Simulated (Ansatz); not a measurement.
Compare A (`O=C[NH][GeH3]`) with its isomer B (`O[CH]1[NH][GeH2]1`).

Isolated molecules relaxed with PBE0-D4/def2-TZVP in Ansatz; ΔE leaves out vibrations. CCSD(T)/CBS is the MP2 limit (def2-TZVPP, def2-QZVPP) plus CCSD(T) − MP2 in def2-TZVPP, frozen cores. Functionals use def2-TZVPP. B3LYP here is the variant with VWN-RPA as its local correlation; programs differ in this. For Ge outer-core shells are correlated without core-valence functions, which leaves a few kJ/mol of doubt a bond. Scalar relativity is left out up to krypton. One conformer a species, not always the lowest.

A:

```xyz
9

O     1.433   -1.337    0.296
C     1.249   -0.571   -0.625
N     0.210    0.287   -0.674
Ge   -1.001    0.291    0.748
H     1.928   -0.523   -1.498
H     0.131    0.890   -1.477
H    -0.267    0.676    2.034
H    -1.664   -1.083    0.850
H    -2.018    1.370    0.345
```

B:

Z-matrix (Å, degrees):
```
C
N 1 1.289
Ge 1 2.471 2 69.5
O 1 1.333 2 118.5 3 97.2
H 1 1.094 2 125.0 3 -93.2
H 2 1.015 1 110.5 3 93.0
H 3 1.583 1 103.9 2 -47.1
H 3 1.572 1 104.2 2 54.2
H 4 0.963 1 109.8 2 -169.0
```

Problem. Which is lower in electronic energy at CCSD(T)/CBS, and by how much? (An estimate is asked.)

Solution. Ansatz gave: A, by 210.4 kJ/mol.

Problem. Give E(B) − E(A) in kJ/mol with CCSD(T)/def2-TZVPP, HF/def2-TZVPP, PBE0-D4, ωB97M-V, r2SCAN-D4, B3LYP-D4, B2PLYP. (Best estimate.)

Solution. Ansatz gave: CCSD(T)/def2-TZVPP 219.0, HF/def2-TZVPP 241.5, PBE0-D4 204.2, ωB97M-V 203.4, r2SCAN-D4 206.6, B3LYP-D4 200.2, B2PLYP 214.4. None reverses the order clearly.

Largest T1 diagnostic: 0.015.

From PBE to PBE0 (25 % exact exchange), in def2-TZVPP and without D4, E(B) − E(A) moves by +15.1 kJ/mol. In def2-TZVPP, CCSD(T) changes the Hartree–Fock value by −22.5 kJ/mol (the triples alone add −4.1 kJ/mol) and MP2 by −12.9 kJ/mol.
